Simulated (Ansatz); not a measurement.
`C=C[CH2][Ga]([F])[F]` + `[NH2][GaH2]` → `[F][Ga]([F])[NH][GaH2]` + propene  (ligand exchange at a Ga–C bond)

Program: Ansatz. Geometries: PBE0-D4/def2-TZVP. ΔE: electronic, gas phase. CCSD(T)/CBS is the MP2 limit (def2-TZVPP, def2-QZVPP) plus CCSD(T) − MP2 in def2-TZVPP, frozen cores. Functionals use def2-TZVPP. B3LYP here is the variant with VWN-RPA as its local correlation; programs differ in this. For Ga outer-core shells are correlated without core-valence functions, which leaves a few kJ/mol of doubt a bond. Scalar relativity is left out up to krypton. One conformer a species, not always the lowest.

CCSD(T)/CBS gives -47.0 kJ/mol.

**Question.** Another level gave -52.7 kJ/mol. Which?
A. SCS-MP2/def2-TZVPP
B. PBE-D4/def2-TZVPP
C. RPA@PBE/def2-TZVPP
D. B3LYP-D4/def2-TZVPP

**Answer.** C. RPA@PBE/def2-TZVPP -52.7, PBE-D4 -37.9, B3LYP-D4 -45.5, SCS-MP2/def2-TZVPP -58.0 kJ/mol.

**Question.** What do rigid-rotor, harmonic-oscillator terms from PBE0-D4/def2-TZVP frequencies (298.15 K, 1 bar) make of the CCSD(T)/CBS value? (Best estimate.)

**Answer.** Computed: ΔZPE = +1.5 kJ/mol, ΔH = -46.0 kJ/mol, ΔS = 0 J/(mol·K), ΔG = -45.9 kJ/mol. Modes under 50 cm⁻¹ make the entropy rough.

Largest T1 diagnostic among the species: 0.014.

From PBE to PBE0 (25 % exact exchange), in def2-TZVPP and without D4, ΔE moves by −4.9 kJ/mol. In def2-TZVPP, CCSD(T) changes the Hartree–Fock value by +12.8 kJ/mol (the triples alone add +1.5 kJ/mol) and MP2 by +11.1 kJ/mol. At CCSD(T), def2-SVP lies −15.3 kJ/mol from the extrapolated value and def2-TZVPP −6.2 kJ/mol.

CCSD(T)/CBS has its own doubt, a few kJ/mol and more with outer-core shells, so smaller differences from it don't rank the levels.
